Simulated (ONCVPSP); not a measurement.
## Potentials for Ni compared

Generated with ld1.x 7.5 (TM, RRKJ, ultrasoft, PAW), atompaw 4.2 or ONCVPSP 4.0.1. The cutoff is in Ry: for ld1.x and atompaw files where the sum of valence levels is converged to 10 mRy in a Bessel basis, for ONCV files where the hardest occupied wave has 1 mHa per electron of residual kinetic energy. The error is the largest all-electron minus pseudo excitation energy over each file’s own four to seven test configurations (ionisations up to +4, promotions, holes and added fractions of an electron), all of which were solved. The labels leave out finer settings (local radius, basis sizes, second energies), which also bear on the numbers. Spin-polarised tests are not counted. The rows are a selection from randomly drawn settings: files with unsolved tests, undetermined cutoffs or missed reference levels are left out.

A true bound ghost makes a file unfit for plane-wave use even where its test errors are small: the radial tests pick states by their node count and pass the ghost by.

```tsv
potential	cutoff (Ry)	largest error (meV)	bound ghosts
ONCV, LDA (Perdew-Wang 92), fully relativistic, rc 1.35/1.05/0.95 (spd), local smoothed, core correction no, reference 3s2 3p6 3d8 4s1.75, qcut 7/11.2/13.6, projectors 2/1/1	162	+3.6	none
ONCV, LDA (Perdew-Zunger), scalar-relativistic, rc 2.15/1.65/1.35 (spd), local smoothed, core correction yes, reference 3d8 4s2, qcut 2.8/4.7/9.2, projectors 1/2/2	81	-96	s, p
ONCV, Wu-Cohen, scalar-relativistic, rc 1.10/1.00/0.85 (spd), local smoothed, core correction no, reference 3s2 3p6 3d8, qcut 10.1/12/16.8, projectors 3/2/2	223	-50	none
ONCV, PBE, fully relativistic, rc 1.40/1.15/1.05 (spd), local smoothed, core correction yes, reference 3s2 3p6 3d8 4s2, qcut 6.7/11.3/15.2, projectors 2/2/2	176	+1.8	none
ONCV, PBE, scalar-relativistic, rc 1.45/1.15/1.15 (spd), local smoothed, core correction no, reference 3s2 3p6 3d8 4s1, qcut 9.2/11.2/16.4, projectors 2/3/3	176	+17	none
ONCV, PBE, scalar-relativistic, rc 1.50/1.05/1.45 (spd), local smoothed, core correction no, reference 3s2 3p6 3d8 4s2, qcut 10.3/11.9/12.6, projectors 2/2/2	110	+8.7	none
ONCV, LDA (Perdew-Wang 92), scalar-relativistic, rc 1.25/0.85/1.25 (spd), local smoothed, core correction no, reference 3s2 3p6 3d8.5 4s1.5, qcut 7.8/11.6/12.6, projectors 3/2/2	126	+14	none
ONCV, PBE, scalar-relativistic, rc 1.05/0.80/1.30 (spd), local smoothed, core correction yes, reference 3s2 3p6 3d8 4s1.5, qcut 13.1/8.5/11.4, projectors 2/2/2	114	+207	none
```

(1) Fill in the row for Ni: ONCV, PBE, scalar-relativistic, rc 1.05/1.10/1.65 (spd), local smoothed, core correction yes, reference 3s2 3p6 3d8, qcut 10.3/15.3/10.8, projectors 2/2/2.

Answers

(1) cutoff 90 Ry, largest error +78 meV, bound ghosts: none.
